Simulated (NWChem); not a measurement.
System: VHO2F2; SMILES [O]=[V]([OH])([F])[F]

NWChem input:

```
start job
memory heap 200 mb stack 900 mb global 1100 mb
geometry units angstroms noautosym nocenter noautoz
  V      0.010001    -0.000017    -0.007115
  O     -0.179415    -0.000138     1.518746
  F      0.873803    -1.405316    -0.456253
  F      0.869256     1.407957    -0.456595
  O     -1.551875    -0.002624    -0.742820
  H     -2.381256    -0.003909    -0.247098
end
basis spherical
  * library cc-pvtz
end
dft
  xc hfexch
  iterations 150
  semidirect filesize 400000000
end
property
  efieldgrad
end
task dft property
```

Geometry: optimised at PBE0/def2-SVP.

Vzz is the largest principal value of the second derivative of the potential at the nucleus (NWChem prints the opposite sign); η is the asymmetry. Non-relativistic.

Atoms are numbered as in the input.

Q: Give the results of this calculation. (Hartree-Fock/cc-pVTZ.) Quantities: Vzz V1 (a.u.); η V1; Vzz O2 (a.u.); η O2; Vzz O5 (a.u.); η O5.

A: 
```
Quantity       Result
-------------  ------
Vzz V1 (a.u.)   0.182
η V1             0.25
Vzz O2 (a.u.)   0.268
η O2             0.59
Vzz O5 (a.u.)   1.174
η O5             0.17
```
